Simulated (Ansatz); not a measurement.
Ansatz (a quantum-chemistry and plane-wave program) input (CCSD(T)/def2-SVPD):

Ansatz 0.2 input:
```yaml
crystal:
  periodic: [false, false, false]
  atoms:
    - {symbol: K, position_ang: [-0.00000000, -0.00000000, -2.65869666]}
    - {symbol: I, position_ang: [0.00000000, 0.00000000, 0.95311767]}
basis:
  gaussian:
    orbitals: def2-SVPD
total_charge: 1
magnetization: {spin_polarized: true, initial_magnetization: 1}
correlation: {method: ccsd_t, electrons: outside_noble_gas}
output: {forces: true}
```

End of the output:

```
18 core orbitals not correlated
reference -24370.24055211 eV, -895.5898215479 hartree; 4, 3 occupied and 40, 41 virtual orbitals, 701 factors
densities: 0.18 GiB planned
second order -2.23915268 eV of doubles, -0.00000000 eV of singles
coupled cluster: 0.15 GiB planned
cycle   1  -2.59952586 eV  change    2.9e-7 eV  update   2.6e-6
cycle   2  -2.59952584 eV  change    2.0e-8 eV  update   1.5e-6
cycle   3  -2.59952583 eV  change    6.6e-9 eV  update   7.1e-7
cycle   4  -2.59952584 eV  change   -4.9e-9 eV  update   1.6e-7
perturbative correction -0.03889324 eV, -0.0014293004 hartree
the calculation of the forces begins
Total energy: -24372.87897120 eV, -895.6867816608 hartree
Atom 0 at    -0.000000    -0.000000    -2.658697 Å, force    -0.000000    -0.000000    -0.119456 eV/Å
Atom 1 at     0.000000     0.000000     0.953118 Å, force    -0.000000     0.000000     0.119456 eV/Å
Dipole moment:    -0.000000     0.000000    -2.294127 e Å
```
